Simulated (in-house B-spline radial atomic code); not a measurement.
Results of a calculation; reference values are marked as such.
# B ion on Ge atom: potential, deflection and energy transfer

The pair potential comes from two frozen, spherical free-atom densities (PBE, B-spline radial code, scalar-relativistic past argon): electrostatics plus the change in Thomas-Fermi kinetic and Dirac exchange energy where they overlap, the recipe behind the universal ZBL potential, which averages such potentials (from solid-state densities) over many pairs. It is written V = (Z1 Z2 e²/r) φ(r/a), with e² = 14.3996 eV·Å and a = 0.46850 Å/(Z1^0.23 + Z2^0.23); ZBL's fit is φ = 0.18175 e^(−3.1998x) + 0.50986 e^(−0.94229x) + 0.28022 e^(−0.4029x) + 0.02817 e^(−0.20162x). Where φ falls below 4e-4 it is continued as an exponential.

Masses 10.81 and 72.63 u.

```tsv
x = r/a	φ, this pair	φ, ZBL
0.1	0.8895	0.8928
0.25	0.769	0.7647
0.5	0.6194	0.6096
1	0.4285	0.4164
1.5	0.3098	0.2995
2	0.2289	0.2218
3	0.1332	0.1292
4	0.08149	0.08026
5	0.05281	0.05224
6.5	0.03093	0.02914
8	0.01928	0.01705
10	0.01017	0.008778
12	0.005208	0.00474
14.5	0.002217	0.002328
17	0.0009284	0.001212
```

Q: At x = 0.5 the electrostatic, kinetic and exchange parts are 19028.54, 3447.95 and -136.31 eV. Find r, V and φ.

A: a = 0.46850/(1.4480 + 2.2191) = 0.12776 Å, so r = 0.06388 Å. V = 19028.54 + 3447.95 + (-136.31) = 22340.18 eV. The bare repulsion is 5 × 32 × 14.3996/0.06388 = 36067 eV, so φ = 0.6194, +1.6 % against ZBL's 0.6096. The kinetic (Pauli) term is 15 % of V here.

Q: The ion comes in at 0.2072 keV with impact parameter 0.6388 Å. The scattering integral gives a centre-of-mass angle of 54.03° and a closest approach of 6.672 a. What are the reduced energy, the energy passed on and the laboratory angles?

A: ε = E a M2/(Z1 Z2 e² (M1 + M2)) = 207.2 × 4.8268e-05 = 0.01. The most that one collision can pass on is γE with γ = 4 M1 M2/(M1 + M2)² = 0.4511. Here T = γE sin²(θ/2) = 0.4511 × 207.2 × 0.2063 = 19.28 eV. The ion turns by arctan(sin θ/(cos θ + M1/M2)) = 47.7°, and the struck atom leaves at (180° − θ)/2 = 63.0°. The closest approach is 0.852 Å. With ZBL the angle would be 53.59° and T = 18.99 eV.
